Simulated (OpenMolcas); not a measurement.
A calculation on W3+.

```yaml
Program: OpenMolcas
Method: RASSCF
Basis: ANO-RCC-VTZP [8s7p5d3f2g1h]
Scalar_Hamiltonian: DKH2, point nucleus
Active_space: 9 electrons in 8 orbitals (RAS1 5p, at most 2 holes; RAS2 5d)
State_averaging: 2S+1 = 4 even, 10 roots; 2S+1 = 2 even, 40 roots
Spin-orbit_coupling: RASSI with atomic mean-field integrals over the reference wave functions, term energies averaged over their components
```

Problem. Which level of the active space comes out lowest?

Solution. 5d3 4F 3/2, with 90 % of that term; it is also the measured ground level.

Problem. How high does 5d3 2D 5/2(1) lie?

Solution. 27180 cm-1 above the lowest level; measured 22766 cm-1 above the ground level, so the calculation is off by +19 %.

Problem. How high does 5d3 4F 9/2 lie?

Solution. 10192 cm-1 above the lowest level; measured 9256 cm-1 above the ground level, so the calculation is off by +10 %.

Problem. How high does 5d3 4P 1/2 lie?

Solution. 14425 cm-1 above the lowest level; measured 11773 cm-1 above the ground level, so the calculation is off by +23 %.

Problem. The level at 21778 cm-1 has J = 3/2. What is it made of, and what is its g factor?

Solution. 49 % 5d3 2D 3/2(1), 37 % 5d3 4P, 9 % 5d3 2P; g = 1.177, against 0.800 from Landé's formula for the pure leading term.

Measured values: the list in J. Phys. B 45, 035001 (2012).

Without dynamic correlation excited terms often stand tens of per cent too high (terms of higher spin than the ground term too low), and those without a measured partner can miss by more than the paired ones. Active for correlation alone: 5p; no level in the range computed is led by a configuration that opens it, so any true level of that kind is missing. Computed and measured levels are paired by configuration, term and J; levels that our copy of the source lacks, or whose pairing is in doubt (as where it misses far off the trend of its configuration), stay unpaired and out of the deviations. Levels of configurations outside the active space are missing.

A number in round brackets counts repeated terms of one configuration in the order of the reference energies.
